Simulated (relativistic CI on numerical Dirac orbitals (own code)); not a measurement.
# V5+ in a cubic cluster: 2p photoemission with charge transfer

Computed with a charge-transfer multiplet model of a cubic metal-ligand cluster with up to 2 ligand holes, Slater and spin-orbit integrals from Dirac-Coulomb-Breit ions, Slater integrals scaled by 0.8. The ground state mixes d0 with configurations of k ligand holes L, whose averages lie at kΔ + k(k − 1)U_dd/2; a core hole lowers each added d electron by U_cd. 20 K, Lorentzian 0.6 eV and Gaussian 0.8 eV FWHM.

Atomic integrals in eV (Slater integrals scaled, ζ unscaled), ground: F2dd 8.057, F4dd 5.049, zeta_d 0.024; with the core hole: F2dd 8.057, F4dd 5.049, zeta_d 0.047, zeta_core 4.606, F2cd 5.989, G1cd 4.613, G3cd 2.623. Where a configuration has fewer than two d electrons, the dd integrals are those of d2.

Cluster parameters (eV): Δ = 2.2, U_dd = 5.4, U_cd = 6, 10Dq(ligand) = 0.9, V(eg) = 2.2, V(t2g) = -1.19, final-state hopping factor = 0.9.

| Case | n_d | d0 | d1L | d2L2 | S |
| --- | --- | --- | --- | --- | --- |
| 10Dq = 1.6 eV | 0.68 | 0.42 | 0.48 | 0.10 | 0.00 |
| 10Dq = 2.2 eV | 0.67 | 0.42 | 0.48 | 0.09 | 0.00 |
| 10Dq = 2.8 eV | 0.67 | 0.42 | 0.48 | 0.09 | 0.00 |

Weights, n_d and S are thermal averages at 20 K. Binding energies count from the first peak over 30 % of the highest in each spectrum, which can be another peak from case to case. The parameters are a model scan and need not match a compound or its usual spin state. Peaks in eV (height, largest 100):
- 10Dq = 1.6 eV: 0.0 (100), 7.4 (44), 9.9 (15), 17.1 (7)
- 10Dq = 2.2 eV: 0.0 (100), 7.5 (43), 10.0 (16), 17.2 (7)
- 10Dq = 2.8 eV: 0.0 (100), 7.5 (42), 10.1 (17), 17.4 (7)

A d0 ion has no d-d gap: its lowest excitations are ligand-to-metal charge transfer. With the core hole the average of the configuration with one ligand hole lies at Δ − U_cd = -3.8 eV before mixing: the effective hopping of about 4.6 eV (from the holes of the mixed ground state) is comparable with this gap or larger, so the configurations mix strongly.
